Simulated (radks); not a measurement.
Values are calculated unless marked as measured or tabulated.
Task: These are the eigenvalues of the occupied orbitals of an atom or ion with whole-number occupations (hartree). Level of theory: scalar-relativistic Kohn-Sham, r2SCAN, spin-polarised, spherical densities, finite nucleus; meta-GGA in the generalised Kohn-Sham scheme; Fermi nuclear charge, rms radius of each element as measured or else 0.836 A^(1/3) + 0.57 fm (a radial shooting solver on a logarithmic mesh with Libxc functionals).

orbital  eigenvalue
1s down   -2556.370
1s up     -2556.369
2s up     -442.1764
2s down   -442.1671
2p up     -386.6327
2p down   -386.6257
3s up     -102.1901
3s down   -102.1900
3p up     -85.66355
3p down   -85.66272
3d up     -66.61646
3d down   -66.61177
4s up     -21.28337
4s down   -21.27705
4p up     -15.83805
4p down   -15.83270
4d up      -8.89976
4d down    -8.89318
5s up      -2.99291
5s down    -2.92727
5p up      -1.66634
5p down    -1.57134
4f up      -1.22964
4f down    -1.21457
6s up      -0.24097
5d up      -0.20839
6s down    -0.17825

Which element is it, and in what charge state? The configuration may be excited. Open shells, if any, are filled with parallel spins first.

Result: Z = 74, tungsten, charge 0: W in [Xe] 4f14 5d4 6s2. The list shows which subshells hold electrons but not how many an open one holds; the 1s level, -2556.4 hartree, gives Z - s = 71.5 by -(Z - s)^2/2, which with screening and relativity narrows Z to a few neighbours, and the depths of the outer levels then fix element, charge and occupations together.
